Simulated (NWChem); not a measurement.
CdBrCl; SMILES [Cd]([Cl])[Br]

```xyz
3

Cd     0.0000     0.0000     0.4530
Cl     0.0000     0.0000     2.7332
Br     0.0000     0.0000    -1.9488
```
Atoms are numbered in this order, from 1.

Computed with NWChem. The geometry was optimised at PBE0/def2-SVP. def2 effective core potentials on Cd; no spin-orbit coupling. Total energies compare along this basis series because the functional is fixed.

| level | basis functions | energy (Ha) | highest occupied level (eV) | orbital gap (eV) | dipole (D) | relative time |
|---|---|---|---|---|---|---|
| Hartree-Fock/def2-SVP | 81 | -3198.4021 | -11.24 | 12.13 | 0.16 | 1 |
| Hartree-Fock/def2-SVPD | 102 | -3198.4155 | -11.43 | 12.00 | 0.32 | 1 |
| Hartree-Fock/def2-TZVP | 125 | -3198.9126 | -11.39 | 12.16 | 0.30 | 3 |
| Hartree-Fock/def2-TZVPP | 146 | -3198.9141 | -11.38 | 12.16 | 0.28 | 5 |
| Hartree-Fock/def2-QZVP | 217 | -3198.9797 | -11.39 | 11.91 | 0.24 | 6 |

Relative times are rough (shared machine, one core).
